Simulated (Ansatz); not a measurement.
C$_{2}$H$_{8}$GeSi (`C1[CH2][GeH2][SiH2]1`) at its PBE0-D4/def2-TZVP geometry, where that method's forces vanish. The species carries charge 0 and has multiplicity 1.

```xyz
12

C     1.0017   -0.5450   -0.4090
C     0.8202    0.4424    0.7691
Ge   -1.0184    1.0992    0.3431
Si   -0.8162   -1.0111   -0.7251
H     1.7050   -1.3571   -0.2097
H     1.3677   -0.0101   -1.2917
H     1.6051    1.1958    0.8506
H     0.7698   -0.0936    1.7201
H    -0.9877    2.3239   -0.5911
H    -1.9567    1.3979    1.5254
H    -1.2669   -2.1343    0.1442
H    -1.2235   -1.3080   -2.1260
```

(1) What forces (eV/Å) does r2SCAN-D4/def2-TZVPP give on these atoms in Ansatz 0.2.0? (Estimate.)

Results:

(1) Ansatz gave: 
```
C1   0.031 -0.091 -0.130
C2   0.042  0.079  0.140
Ge3 -0.104  0.050 -0.017
Si4 -0.052 -0.016 -0.007
H5   0.014  0.007 -0.003
H6   0.007 -0.002  0.013
H7   0.002 -0.002  0.005
H8  -0.001  0.005 -0.008
H9   0.010 -0.041  0.042
H10  0.036  0.004 -0.036
H11  0.010  0.015 -0.008
H12  0.004 -0.008  0.010
```
